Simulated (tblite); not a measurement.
Compound: C7H5ClO2S.
SMILES with atom numbers: `[CH3:1][O:2][c:3]1[c:4]([Cl:5])[o:6][c:7]2[cH:8][cH:9][s:10][c:11]12` (hydrogens: H12, H13, H14 on C1; H15 on C8; H16 on C9)

Computed geometry: GFN2-xTB, gas phase.

Give the optimised bond lengths and angles.

| bond | length (Å) | order |
| --- | --- | --- |
| C1–O2 | 1.412 | single |
| O2–C3 | 1.350 | single |
| C3–C4 | 1.375 | aromatic |
| C4–Cl5 | 1.697 | single |
| C4–O6 | 1.363 | aromatic |
| O6–C7 | 1.346 | aromatic |
| C7–C8 | 1.409 | aromatic |
| C8–C9 | 1.358 | aromatic |
| C9–S10 | 1.734 | aromatic |
| S10–C11 | 1.727 | aromatic |
| C3–C11 | 1.421 | aromatic |
| C7–C11 | 1.392 | aromatic |
| C1–H12, C1–H13, C1–H14 | 1.092 | single |
| C8–H15 | 1.073 | single |
| C9–H16 | 1.071 | single |

Bonds in one row agree within 0.01 Å and their mean is given. Orders are formal, as drawn. A selection of angles:
| angle | degrees |
| --- | --- |
| C1–O2–C3 | 115.5 |
| O2–C3–C4 | 124.6 |
| O2–C3–C11 | 131.1 |
| C4–C3–C11 | 104.2 |
| C3–C4–Cl5 | 129.6 |
| C3–C4–O6 | 112.7 |
| Cl5–C4–O6 | 117.7 |
| C4–O6–C7 | 105.6 |
| O6–C7–C8 | 135.0 |
| O6–C7–C11 | 110.8 |
| C8–C7–C11 | 114.3 |
| C7–C8–C9 | 110.4 |
| C8–C9–S10 | 114.2 |
| C9–S10–C11 | 90.4 |
| C3–C11–S10 | 142.6 |
| C3–C11–C7 | 106.6 |
| C7–C11–S10 | 110.8 |

Torsions: C1–O2–C3–C4 180° (antiperiplanar).

S10 (thiophene-type sulfur) is bent (angle 90.4°). The 5 C–C bonds span 1.358 Å (C8–C9, aromatic) to 1.421 Å (C3–C11, aromatic), a spread of 0.063 Å. The 5-membered ring C7–C8–C9–S10–C11 has internal angles of 90.4° to 114.3°; it is planar, 0.00 Å rms from its mean plane, widest ring torsion 0°. The 5-membered ring C3–C4–O6–C7–C11 has internal angles of 104.2° to 112.7° (sum 540°, against 540° for a flat polygon); it is planar, 0.00 Å rms from its mean plane, widest ring torsion 0°. The 11 heavy atoms lie in one plane (0.001 Å rms). The 4 C–O bonds span 1.346 Å (O6–C7, aromatic) to 1.412 Å (C1–O2, drawn single), a spread of 0.066 Å. Of the pairs four or more bonds apart, C1···S10 is among the closest relative to their van der Waals radii: 3.37 Å, 96 % of the sum of Bondi's values.

Point group: Cs (every atom within 0.08 Å of its image). Its GFN2-xTB frequencies are all real (lowest 56 cm⁻¹). One conformer, not necessarily the lowest. 2 starts were optimised and ended at 0.00 and 3.02 kcal/mol (GFN2-xTB); the lowest of these is shown.

Time: 0.21 s of wall time. Hardware: an AMD EPYC 9R45 with one thread, no GPU, shared host with 96 logical CPUs at a one-minute load of 76. These figures are those of the optimisation.
